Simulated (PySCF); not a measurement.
**Dipole response of Rb (rubidium, neutral)**

[Kr] 5s1, 2S determinant. All numbers are calculated (PySCF 2.14, scalar relativity by spin-free X2C-1e, in x2c-QZVPPall with one added diffuse shell each of s, p, d, f, g type (14s9p8d4f3g, 136 functions)). Coupled (time-dependent) response in atomic units; α is the mean over directions.

```csv
method,mean α (bohr³),C₆ (like pair),S(−4)
BP86,311.9,4541,88580
```

S(−4) is the Cauchy moment in α(ω) = α(0) + S(−4) ω² + …

Reference α: 319.8 ± 0.3 bohr³ (recommended; Schwerdtfeger and Nagle, table of static dipole polarizabilities (2023 update)). Published C₆: 4769 (Chu and Dalgarno (2004); Tang, Norbeck and Certain (1976)).

α(iu) at BP86:

```json
{"u (hartree)": "0", "α(iu) (bohr³)": "311.9"}
{"u (hartree)": "0.0500", "α(iu) (bohr³)": "184.1"}
{"u (hartree)": "0.100", "α(iu) (bohr³)": "86.62"}
{"u (hartree)": "0.200", "α(iu) (bohr³)": "32.96"}
{"u (hartree)": "0.300", "α(iu) (bohr³)": "19.52"}
{"u (hartree)": "0.500", "α(iu) (bohr³)": "11.00"}
{"u (hartree)": "0.750", "α(iu) (bohr³)": "7.041"}
{"u (hartree)": "1.00", "α(iu) (bohr³)": "4.974"}
{"u (hartree)": "1.50", "α(iu) (bohr³)": "2.853"}
{"u (hartree)": "2.00", "α(iu) (bohr³)": "1.838"}
{"u (hartree)": "3.00", "α(iu) (bohr³)": "0.9455"}
{"u (hartree)": "5.00", "α(iu) (bohr³)": "0.3936"}
```

A single London oscillator, α(iu) = α/(1 + u²/ω²), gives C₆ = (3/4) ω α². Matching the computed C₆ needs ω = 4 × 4541 / (3 × 311.9²) = 0.0622 hartree.
